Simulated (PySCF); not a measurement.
PySCF input:

```python
from pyscf import gto, scf, dft

mol = gto.M(
    atom='''
    Al    0.03602880    0.03405350    0.00181000
    C    -1.43681321   -1.21963383   -0.10851138
    H    -1.12655911   -2.14217570   -0.60566188
    H    -2.27937908   -0.80344543   -0.66234328
    H    -1.78683208   -1.50102281    0.88753602
    O    -0.08989025    1.52863229   -0.80227111
    H     0.57525313    2.21675495   -0.81644680
    O     1.41134467   -0.40600229    0.90198129
    H     2.19838674    0.12395652    1.02677275
    ''',
    basis='def2-tzvpd',
    charge=0,
    spin=0,
    verbose=4,
)

mf = dft.RKS(mol, xc='tpssh').density_fit(auxbasis='def2-universal-jkfit')
mf.grids.level = 3
mf.conv_tol = 1e-9
mf.max_cycle = 100
mf.max_memory = 1500
mf.kernel()
if not mf.converged:
    mf = mf.newton()
    mf.kernel(mf.make_rdm1())
mf.analyze()
```

Predict the final energy.

-434.22560 Eh (TPSSh/def2-TZVPD).
